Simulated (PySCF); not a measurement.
## Working with the constants of NiH

PBE0 constants of NiH, ²Δ (doublet), unpaired electrons δ ↑ (basis Ni def2-TZVP, H def2-TZVP; no relativity; PySCF 2.14; masses 57.9353 and 1.0078 u):

| Item | Value |
| --- | --- |
| ωe | 1927.1 cm⁻¹ |
| ωexe | 32.8 cm⁻¹ |
| Be | 7.8432 cm⁻¹ |
| αe | 0.240 cm⁻¹ |

Q: What force constant and bond length do these constants imply?

A: Reduced mass μred = 0.99059 u; k = 5.8918×10⁻⁷·μred·ωe² (u, cm⁻¹, mdyn/Å) = 2.17 mdyn/Å; Re = √(16.8576/(μred·Be)) (u, cm⁻¹, Å) = 1.473 Å.

Q: Estimate the centrifugal constant D from the Kratzer relation and find the Dunham coefficient a1.

A: D = 4Be³/ωe² = 0.000520 cm⁻¹; a1 = −1 − αeωe/(6Be²) = -2.25.

De is left out where the level can put another filling of the metal’s s and d shells below the measured ground configuration, by anything from nothing to about 1 eV. The state is the lowest single determinant that the PBE0 search found; with open d or f shells the true ground state can be another one.
